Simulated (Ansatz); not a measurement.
BiCl₃ (SMILES [Cl][Bi]([Cl])[Cl]), singlet, at a GFN2-xTB geometry (such geometries of metal compounds can be far from the true shape) (core potentials on Bi); PBE/def2-SV(P) (Ansatz, a program for electronic structure).

Ansatz was given this input:
Ansatz 0.2 input:
```yaml
crystal:
  periodic: [false, false, false]
  atoms:
    - {symbol: Bi, position_ang: [-0.00428098, -0.00067467, 0.50283800]}
    - {symbol: Cl, position_ang: [-1.83162453, -0.99302219, -0.83533113]}
    - {symbol: Cl, position_ang: [0.06534181, 2.09049123, -0.81504384]}
    - {symbol: Cl, position_ang: [1.78718399, -1.09417508, -0.80465760]}
basis:
  gaussian:
    orbitals: def2-SV_P_.json
hamiltonian:
  xc: pbe
```
The basis file holds def2-SV(P) in the JSON format of the Basis Set Exchange.

The log (banner, timings and long lists left out):

```
Functional definition: PBE
861 factors; their error is unknown
mean field evaluation 1: about -43382.7575 eV, gradient 2.8e1 eV
mean field evaluation 2: about -43368.0242 eV, gradient 7.4e1 eV
mean field evaluation 4: about -43385.4655 eV, gradient 1.9e0 eV
mean field evaluation 8: about -43385.4254 eV, gradient 2.0e-2 eV
mean field -43385.42538429 eV, -1594.3849751752 hartree, gradient 5.8e-5 eV, S^2 0.000000; 0 other end points of the search recorded, 0 dependent functions left out
reference -43385.42541195 eV, -1594.3849761915 hartree; 37, 37 occupied and 43, 43 virtual orbitals, 861 factors
Total energy: -43385.42541195 eV, -1594.3849761915 hartree
```
